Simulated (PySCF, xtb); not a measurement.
Ti(F)3(NH2) (F3H2NTi), SMILES [NH2][Ti]([F])([F])[F], multiplicity 1.

GFN2-xTB (xtb 6.7.1) at its own geometry gives an orbital gap of 3.15 eV and a dipole moment of 2.69 D.

Geometry optimised at PBE-D3(BJ)/def2-SVP. The multiplicity is an assumed one; no other spin state was optimised. The structure was generated by enumeration; whether it is a known compound was not checked. One conformer was computed; it need not be the lowest.

Task: What does r2SCAN/def2-TZVP (PySCF) give? (The exact figures need the calculation; the answer reports its results.)

Result: gap 3.90 eV (levels -7.38 and -3.48 eV), dipole 2.87 D.
